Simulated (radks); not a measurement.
Problem. The table gives one normalised radial function P(r) = r R(r) of Rb+ in [Kr] (r in bohr). Calculated with a radial shooting solver on a logarithmic mesh with Libxc functionals: scalar-relativistic Kohn-Sham, PBE, spin-unpolarised, spherical densities, finite nucleus; Fermi nuclear charge, rms radius 4.2036 fm.

r,P
0.003443,0.0024
0.003913,0.0030
0.004483,0.0039
0.005136,0.0050
0.005837,0.0063
0.006688,0.0081
0.007601,0.0101
0.008708,0.0129
0.009897,0.0162
0.01134,0.0205
0.01289,0.0255
0.01476,0.0321
0.01692,0.0402
0.01923,0.0494
0.02203,0.0611
0.02503,0.0742
0.02868,0.0904
0.0326,0.1080
0.03735,0.1289
0.04245,0.1503
0.04863,0.1744
0.05572,0.1985
0.06332,0.2198
0.07255,0.2385
0.08245,0.2499
0.09447,0.2520
0.1074,0.2414
0.123,0.2132
0.1398,0.1686
0.1602,0.1010
0.1835,0.0144
0.2086,-0.0799
0.2389,-0.1853
0.2716,-0.2787
0.3111,-0.3578
0.3536,-0.4000
0.4051,-0.3986
0.4605,-0.3468
0.5276,-0.2373
0.6044,-0.0791
0.6869,0.1011
0.787,0.3062
0.8945,0.4919
1.025,0.6602
1.165,0.7752
1.334,0.8392
1.517,0.8408
1.738,0.7857
1.991,0.6856
2.263,0.5669
2.592,0.4334
2.946,0.3155
3.375,0.2094
3.836,0.1319
4.395,0.0735
4.995,0.0383
5.723,0.0170

Which n and l does it have? It may be an empty orbital.

Solution. n = 4, l = 1: the number of nodes gives n - l - 1 = 2, the rise at small r (about r^(l+1), flatter next to the nucleus through relativity) gives l, and the extent must fit the shell. The curve is that of 4p. 4p: eigenvalue -21.651 eV, 2 radial nodes at r = 0.187, 0.641 bohr, <r> = 1.71 bohr, 90 % of the charge inside 2.59 bohr.
